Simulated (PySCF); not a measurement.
## `InChI=1S/C5H3BrO/c1-2-5(3-6)4-7/h1H,3H2`

Geometry:
```json
{"atom": "C1", "x (Å)": "-2.118", "y (Å)": "-1.105", "z (Å)": "-0.080"}
{"atom": "C2", "x (Å)": "-0.979", "y (Å)": "-0.747", "z (Å)": "0.030"}
{"atom": "C3", "x (Å)": "0.340", "y (Å)": "-0.239", "z (Å)": "0.152"}
{"atom": "C4", "x (Å)": "1.334", "y (Å)": "-1.091", "z (Å)": "0.202"}
{"atom": "O5", "x (Å)": "2.199", "y (Å)": "-1.856", "z (Å)": "0.294"}
{"atom": "C6", "x (Å)": "0.549", "y (Å)": "1.237", "z (Å)": "0.123"}
{"atom": "Br7", "x (Å)": "0.554", "y (Å)": "1.958", "z (Å)": "-1.734"}
{"atom": "H8", "x (Å)": "-3.111", "y (Å)": "-1.429", "z (Å)": "-0.178"}
{"atom": "H9", "x (Å)": "-0.269", "y (Å)": "1.753", "z (Å)": "0.621"}
{"atom": "H10", "x (Å)": "1.509", "y (Å)": "1.523", "z (Å)": "0.546"}
```

Level of theory: quadratic response B3LYP/def2-SVPD first hyperpolarisability, Taylor convention, gas phase in PySCF. Geometry: GFN2-xTB.

The calculation is non-relativistic, which matters for the atoms heavier than Zn.

**Question.** What is the first hyperpolarisability, and how does it disperse?

**Answer.** In au, Taylor convention; the vector part is βᵢ = ⅓ Σⱼ (βᵢⱼⱼ + βⱼᵢⱼ + βⱼⱼᵢ); β∥ is 3/5 of the vector part along the dipole, the dipole points from − to +:
| process | λ (nm) | β vector norm | β∥ | β HRS | depolarisation ratio |
| --- | --- | --- | --- | --- | --- |
| static β(0;0,0) | ∞ | 477.0 | 140.9 | 194.8 | 5.24 |
| second harmonic β(−2ω;ω,ω) | 1064 | 622.4 | 185.5 | 256.0 | 4.98 |
| Pockels β(−ω;ω,0) | 1064 | 518.0 | 153.4 | – | – |

**Question.** Which lowest excitations, dipole and polarisabilities go with it?

**Answer.** S1 3.14 eV (f = 0.001); S2 4.79 eV (f = 0.001); S3 4.86 eV (f = 0.003); dipole 1.71 D; isotropic α 86.6 au static, 87.7 au at 1064 nm, 91.7 au at 532 nm.
